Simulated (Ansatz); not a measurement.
**Ligand exchange: Mg(CH3)F + Si(CH3)3(NH2) → Mg(CH3)(NH2) + Si(CH3)3F**

Gas-phase species: Mg(CH3)F, singlet; Si(CH3)3(NH2), singlet; Mg(CH3)(NH2), singlet; Si(CH3)3F (trimethylsilyl fluoride), singlet. The partners trade F for NH2: Mg–F and Si–NH2 bonds give way to Mg–NH2 and Si–F.

Shapes, held fixed at every level: PBE0-D4/def2-TZVP. Flexible molecules stand in one conformer, not always the lowest. Programs: Ansatz 0.2.0. Electronic energies: no zero-point or thermal term.

```tsv
level	kind	ΔE (kJ/mol)	less CCSD(T)/def2-TZVPP	CPU time (sum over the molecules)
B3LYP-D4/def2-TZVPP	global hybrid	+30.1	+5.1	60 s
BHLYP-D4/def2-TZVPP	global hybrid	+28.1	+3.1	41 s
PBE0-D4/def2-TZVPP	global hybrid	+31.1	+6.1	40 s
r2SCAN0-D4/def2-TZVPP	global hybrid	+27.0	+2.0	64 s
wB97X-V/def2-TZVPP	range-separated hybrid	+29.0	+4.0	1.7 min
MP2/def2-SVP	perturbation theory	+44.1	+19.1	–
CCSD(T)/def2-TZVPP	coupled cluster or CI	+25.0	0.0	–
```

The highest level, CCSD(T)/def2-TZVPP, gives ΔE = +25.0 kJ/mol; the levels span +25.0 to +44.1. The column of differences is taken from that level and isn't an error. No measured value is set beside it here. Outer-core shells of Mg are correlated, in sets that cover them unevenly. Sets without diffuse functions underbind ionic bonds of s-block metals. Times are processor times on shared x86 and Arm servers, and rough.
